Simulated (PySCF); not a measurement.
Computed properties of C3H9ClOSi, SMILES COC[Si@H](C)Cl

C3H9ClOSi, SMILES COC[Si@H](C)Cl. Coordinates come from a B3LYP-D3(BJ)/def2-SVP optimisation. The structure was generated by enumeration; whether it is a known compound was not checked. Other conformers were not sampled. All values are computed for the isolated molecule unless a solvent is named; none is compared with measurement here.

**Structure.** All 39 harmonic modes at B3LYP-D3(BJ)/def2-SVP (PySCF) are real, so it is a minimum. With heavy atoms numbered as in [CH3:1][O:2][CH2:3][Si@H:4]([CH3:5])[Cl:6], the shortest bond between them is C1–O2 at 1.403 Å and the longest Si4–Cl6 at 2.090 Å.

**Vibrations.** The strongest infrared lines (harmonic, unscaled, degenerate partners summed) lie at 888 cm⁻¹ (201 km/mol, H 68 %, Si 16 %, C 16 %), 2226 cm⁻¹ (138 km/mol, H 97 %), 905 cm⁻¹ (137 km/mol, H 76 %, C 13 %, Si 11 %). The softest mode is at 58 cm⁻¹ and the zero-point energy is 73.3 kcal/mol.

**Electronic structure.** PBE0/def2-TZVP (PySCF) places the frontier levels at -7.70 and 0.80 eV, a gap of 8.50 eV, and gives a dipole moment of 2.49 D and a mean polarisability of 79.0 bohr³. PBE/def2-TZVP (PySCF) at the same geometry gives -6.11 and -0.15 eV, so its gap is 2.54 eV narrower. An orbital gap is neither the optical nor the fundamental gap.

**Excitations.** TDA-PBE0/def2-SVPD (PySCF) has S1 at 7.00 eV (177 nm, f = 0.018, weak); the most intense of the 6 singlets computed lies at 7.75 eV (f = 0.05). T1 (TDA) is at 6.73 eV, 0.27 eV under S1. TDA-PBE/def2-SVPD (PySCF) puts S1 at 5.89 eV. No vertical singlet excitation falls in the visible range (under 3.1 eV).

**NMR.** GIAO shifts at PBE0/pcSseg-1 (PySCF) (non-relativistic, atoms alike by connectivity averaged): ¹³C from 0.6 to 69.0 ppm against TMS; ¹H from 0.8 to 5.3 ppm against TMS; ²⁹Si at 18.9 ppm against TMS. Without spin–orbit terms, shifts of atoms bonded to Cl or Br come out too high.
